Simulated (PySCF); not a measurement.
A side-by-side comparison of computed properties.

First species: C6H9FO2.
InChI=1S/C6H9FO2/c1-3-5(4-7)6(8)9-2/h3,5H,1,4H2,2H3/t5-/m1/s1

Second species: 3-methyl-2-cyclopenten-1-one, C6H8O.
Z-matrix (Å and degrees, GFN2-xTB geometry), rows numbered from 1:
```
C 
C   1  1.4850
C   2  1.3373  1  127.58
C   3  1.4618  2  111.38  1  -179.72
O   4  1.2080  3  127.65  2   179.89
C   4  1.5242  3  106.76  2    -0.09
C   2  1.5016  1  120.59  3  -179.87
H   1  1.0899  2  110.21  3  -120.93
H   1  1.0865  2  111.10  3    -0.03
H   1  1.0899  2  110.07  3   120.76
H   3  1.0754  2  126.52  1     0.13
H   6  1.0899  4  109.22  3   121.37
H   6  1.0900  4  109.27  3  -121.44
H   7  1.0921  2  110.35  1    58.87
H   7  1.0922  2  110.39  1   -59.41
```

Levels: PBE0/def2-SVPD for dipole moment, HOMO energy, LUMO energy, HOMO–LUMO gap, static isotropic polarisability and electronic spatial extent ⟨r²⟩ about the centre of nuclear charge; TDDFT PBE0/def2-SVPD for lowest singlet excitation; TDA PBE0/def2-SVPD for lowest triplet excitation (Tamm–Dancoff); GFN2-xTB for rotational constant A and rotational constant C. Geometries: GFN2-xTB. All species are isolated and taken at one optimised geometry, non-relativistic unless stated; the electronic structure was computed with PySCF and density fitting.

The conformers computed, where there is a choice (atom-mapped SMILES and torsion angles):
- `[CH2:1]=[CH:2][C@H:3]([CH2:4][F:5])[C:6](=[O:7])[O:8][CH3:9]`: C1–C2–C3–C4 -131°, C2–C3–C4–F5 169°, C2–C3–C6–O7 75°, C3–C6–O8–C9 178°

(1) Which has the higher dipole moment?

(2) Which has the higher rotational constant C?

(3) Which of the two has the higher HOMO–LUMO gap, and by how much?

(4) Which of the two has the higher LUMO energy, and by how much?

(5) Which of the two has the higher rotational constant A, and by how much?

(6) Which of the two has the higher static isotropic polarisability, and by how much?

(7) Which of the two has the higher S1 energy, and by how much?

(8) Which of the two has the higher HOMO energy, and by how much?

Answers

(1) The second: 4.64 D against 2.34 D, a difference of 2.30 D.

(2) The second: 1.564 GHz against 0.906 GHz, a difference of 0.658 GHz.

(3) The first: 7.28 eV against 5.80 eV, a difference of 1.48 eV.

(4) The first: -0.55 eV against -1.20 eV, a difference of 0.65 eV.

(5) The second: 5.899 GHz against 1.749 GHz, a difference of 4.150 GHz.

(6) The first: 80.5 au against 72.9 au, a difference of 7.6 au.

(7) The first: 5.78 eV against 3.91 eV, a difference of 1.87 eV.

(8) The second: -7.00 eV against -7.83 eV, a difference of 0.83 eV.

On the first: The dipole equals about 7.8 × 10⁻³⁰ C·m (1 D = 3.33564 × 10⁻³⁰ C·m). No computed singlet falls in the visible range (750 to 380 nm, 1.65 to 3.26 eV); S1 lies 2.52 eV above its blue end.

On the second: A dipole of 4.64 D is allowed in Cs, and pure rotational transitions are dipole-allowed. The 6 singlets span 3.91 to 7.27 eV, and their oscillator strengths add up to 0.44.
